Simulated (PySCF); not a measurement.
C$_{2}$H$_{9}$AlO$_{4}$Si, charge +1, doublet, at a GFN2-xTB geometry (such geometries of metal compounds can be far from the true shape) (a state made from the parent by changing its charge; the spin is typed, not shown lowest); PBE0/STO-3G run with PySCF.

Here is a job for PySCF.
```python
from pyscf import gto, scf, dft

mol = gto.M(
    atom='''
Al   -0.019441    1.492968    0.934820
C     1.123836    3.095566    0.425308
H     2.159469    2.750496    0.398754
H     0.973624    3.878822    1.167635
H     0.800925    3.407578   -0.570384
C    -1.173631    1.696805    2.598952
H    -1.914877    0.895013    2.560719
H    -1.635027    2.683976    2.573834
H    -0.520263    1.590361    3.465953
O    -0.002792    0.118355    0.069619
Si    0.014973   -1.310420   -0.823883
O     1.188202   -2.209088   -0.198816
O     0.309704   -0.866595   -2.338903
O    -1.442908   -1.957397   -0.630167
H     1.012424   -2.895340    0.439551
H     1.176566   -0.951074   -2.727975
H    -2.128613   -1.858969   -1.285803
''',
    basis='sto-3g',
    charge=1,
    spin=1,
    verbose=4,
)

mf = dft.UKS(mol)
mf.xc = 'pbe0'
mf.grids.atom_grid = (99, 590)
mf.grids.prune = None
mf.kernel()
```

### Question
What does PySCF print? Leave out banner, timings and long lists.

### Answer

```
PySCF version 2.14.0

[INPUT] verbose = 4
[INPUT] num. atoms = 17
[INPUT] num. electrons = 79
[INPUT] charge = 1
[INPUT] spin (= nelec alpha-beta = 2S) = 1
[INPUT] symmetry False subgroup None
[INPUT] Mole.unit = angstrom
[INPUT] Symbol           X                Y                Z      unit          X                Y                Z       unit  Magmom
[INPUT]  1 Al    -0.019441000000   1.492968000000   0.934820000000 AA   -0.036738165588   2.821300632740   1.766553775766 Bohr   0.0
[INPUT]  2 C      1.123836000000   3.095566000000   0.425308000000 AA    2.123742248927   5.849771940515   0.803715638587 Bohr   0.0
[INPUT]  3 H      2.159469000000   2.750496000000   0.398754000000 AA    4.080804984488   5.197684146712   0.753535851075 Bohr   0.0
[INPUT]  4 H      0.973624000000   3.878822000000   1.167635000000 AA    1.839882708304   7.329911265938   2.206510363457 Bohr   0.0
[INPUT]  5 H      0.800925000000   3.407578000000  -0.570384000000 AA    1.513528896317   6.439389168093  -1.077869545834 Bohr   0.0
[INPUT]  6 C     -1.173631000000   1.696805000000   2.598952000000 AA   -2.217841161299   3.206496736793   4.911307490891 Bohr   0.0
[INPUT]  7 H     -1.914877000000   0.895013000000   2.560719000000 AA   -3.618593092229   1.691329447925   4.839057591970 Bohr   0.0
[INPUT]  8 H     -1.635027000000   2.683976000000   2.573834000000 AA   -3.089753236269   5.071979564906   4.863841350094 Bohr   0.0
[INPUT]  9 H     -0.520263000000   1.590361000000   3.465953000000 AA   -0.983154582745   3.005346729189   6.549701930615 Bohr   0.0
[INPUT] 10 O     -0.002792000000   0.118355000000   0.069619000000 AA   -0.005276115340   0.223658535473   0.131560843066 Bohr   0.0
[INPUT] 11 Si     0.014973000000  -1.310420000000  -0.823883000000 AA    0.028294869263  -2.476334908153  -1.556913228685 Bohr   0.0
[INPUT] 12 O      1.188202000000  -2.209088000000  -0.198816000000 AA    2.245376360660  -4.174571305063  -0.375707789182 Bohr   0.0
[INPUT] 13 O      0.309704000000  -0.866595000000  -2.338903000000 AA    0.585255739682  -1.637627210917  -4.419886101924 Bohr   0.0
[INPUT] 14 O     -1.442908000000  -1.957397000000  -0.630167000000 AA   -2.726700942944  -3.698944247045  -1.190843042739 Bohr   0.0
[INPUT] 15 H      1.012424000000  -2.895340000000   0.439551000000 AA    1.913204081937  -5.471399637498   0.830631007779 Bohr   0.0
[INPUT] 16 H      1.176566000000  -0.951074000000  -2.727975000000 AA    2.223387507475  -1.797269384195  -5.155125624660 Bohr   0.0
[INPUT] 17 H     -2.128613000000  -1.858969000000  -1.285803000000 AA   -4.022495595189  -3.512942284057  -2.429815520144 Bohr   0.0

nuclear repulsion = 551.79333153994
number of shells = 37
number of NR pGTOs = 171
number of NR cGTOs = 57
basis = sto-3g
ecp = {}

******** <class 'pyscf.dft.uks.UKS'> ********
method = UKS
initial guess = minao
damping factor = 0
level_shift factor = 0
DIIS = <class 'pyscf.scf.diis.CDIIS'>
diis_start_cycle = 1
diis_space = 8
diis_damp = 0
SCF conv_tol = 1e-09
SCF conv_tol_grad = None
SCF max_cycles = 50
direct_scf = True
direct_scf_tol = 1e-13
number electrons alpha = 40  beta = 39
XC library pyscf.dft.libxc version 7.1.2
    S. Lehtola, C. Steigemann, M. J. T. Oliveira, and M. A. L. Marques,  SoftwareX 7, 1–5 (2018)
XC functionals = pbe0
    C. Adamo and V. Barone,  J. Chem. Phys. 110, 6158 (1999)
    M. Ernzerhof and G. E. Scuseria,  J. Chem. Phys. 110, 5029 (1999)
radial grids:
    Treutler-Ahlrichs [JCP 102, 346 (1995); DOI:10.1063/1.469408] (M4) radial grids

becke partition: Becke, JCP 88, 2547 (1988); DOI:10.1063/1.454033
pruning grids: None
grids dens level: 3
symmetrized grids: False
atomic radii adjust function: <function treutler_atomic_radii_adjust>
User specified grid scheme (99, 590)
small_rho_cutoff = 0
Set gradient conv threshold to 3.16228e-05
tot grids = 992976
init E= -903.174098710418

cycle= 1 E= -901.906253462852  delta_E= 1.27  |g|= 0.719  |ddm|= 3.54
cycle= 2 E= -900.663853516069  delta_E= 1.24  |g|=  1.7  |ddm|= 2.76
cycle= 3 E= -902.056937639517  delta_E= -1.39  |g|= 0.561  |ddm|= 2.15
cycle= 4 E= -902.278668697124  delta_E= -0.222  |g|= 0.281  |ddm|= 1.51
cycle= 5 E= -902.320686243425  delta_E= -0.042  |g|= 0.152  |ddm|= 0.355
cycle= 6 E= -902.331744198462  delta_E= -0.0111  |g|= 0.0742  |ddm|= 0.128
cycle= 7 E= -902.33540266466  delta_E= -0.00366  |g|= 0.028  |ddm|= 0.112
cycle= 8 E= -902.335970773224  delta_E= -0.000568  |g|= 0.00417  |ddm|= 0.0499
cycle= 9 E= -902.335991148194  delta_E= -2.04e-05  |g|= 0.00139  |ddm|= 0.0148
cycle= 10 E= -902.335994268437  delta_E= -3.12e-06  |g|= 0.000557  |ddm|= 0.00529
cycle= 11 E= -902.335996312053  delta_E= -2.04e-06  |g|= 0.000451  |ddm|= 0.00712
cycle= 12 E= -902.33599691929  delta_E= -6.07e-07  |g|= 0.000138  |ddm|= 0.00412
cycle= 13 E= -902.335997008838  delta_E= -8.95e-08  |g|= 7.44e-05  |ddm|= 0.0014
cycle= 14 E= -902.335997048073  delta_E= -3.92e-08  |g|= 3.84e-05  |ddm|= 0.00097
cycle= 15 E= -902.335997057448  delta_E= -9.38e-09  |g|= 3.23e-05  |ddm|= 0.00031
cycle= 16 E= -902.335997070294  delta_E= -1.28e-08  |g|= 1.55e-05  |ddm|= 0.000726
cycle= 17 E= -902.335997072456  delta_E= -2.16e-09  |g|= 9.23e-06  |ddm|= 0.000264
cycle= 18 E= -902.335997072866  delta_E= -4.09e-10  |g|= 6.13e-06  |ddm|= 8.5e-05
Extra cycle  E= -902.335997072903  delta_E= -3.71e-11  |g|= 6.8e-06  |ddm|= 2.62e-05
converged SCF energy = -902.335997072903  <S^2> = 0.75754028  2S+1 = 2.0075261
```
